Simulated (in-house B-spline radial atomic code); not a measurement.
What moves the levels of Ar ([Ne] 3s2 3p6)? Method: Dirac-Hartree-Fock, average of configuration, Fermi nucleus of rms radius 3.4274 fm. Calculated with a B-spline radial code for spherical atoms.

Baseline run (computed): total energy -528.6838 hartree, 1s1/2 at -119.1266 hartree, 3p3/2 at -15.995 eV with <r> = 1.665 bohr.

Scaling the speed of light c (a factor of 100 is close to the non-relativistic limit):

```
c/c0  ΔE (hartree)  3p3/2 level (eV)  3p3/2 <r> (bohr)
0.95      -0.20357          -15.9859             1.666
0.98     -0.077651          -15.9917             1.665
1.02      0.073079          -15.9987             1.665
   3         1.661          -16.0728             1.663
 100        1.8667          -16.0824             1.663
```

Changing the nucleus:

| nucleus | ΔE (eV) |
| --- | --- |
| Gaussian nucleus of rms radius 0.01 fm | -0.0187 |
| Fermi nucleus of rms radius 3.3589 fm | -0.000734 |
| Fermi nucleus of rms radius 3.4959 fm | 0.000748 |

A larger nucleus binds the electrons less, roughly as the density at the nucleus times the change of the nuclear <r²>. A radius of 0.01 fm is nearly a point.

Problem. The nuclear charge is raised by 0.1. What does the Hellmann-Feynman theorem predict for the energy, and what is found?

Solution. dE/dZ ≈ -Σ<1/r>, which is -70.1762 at the start and -70.6803 at the end; their mean times 0.1 is -7.0428 hartree, and the two runs differ by -7.0428 hartree.
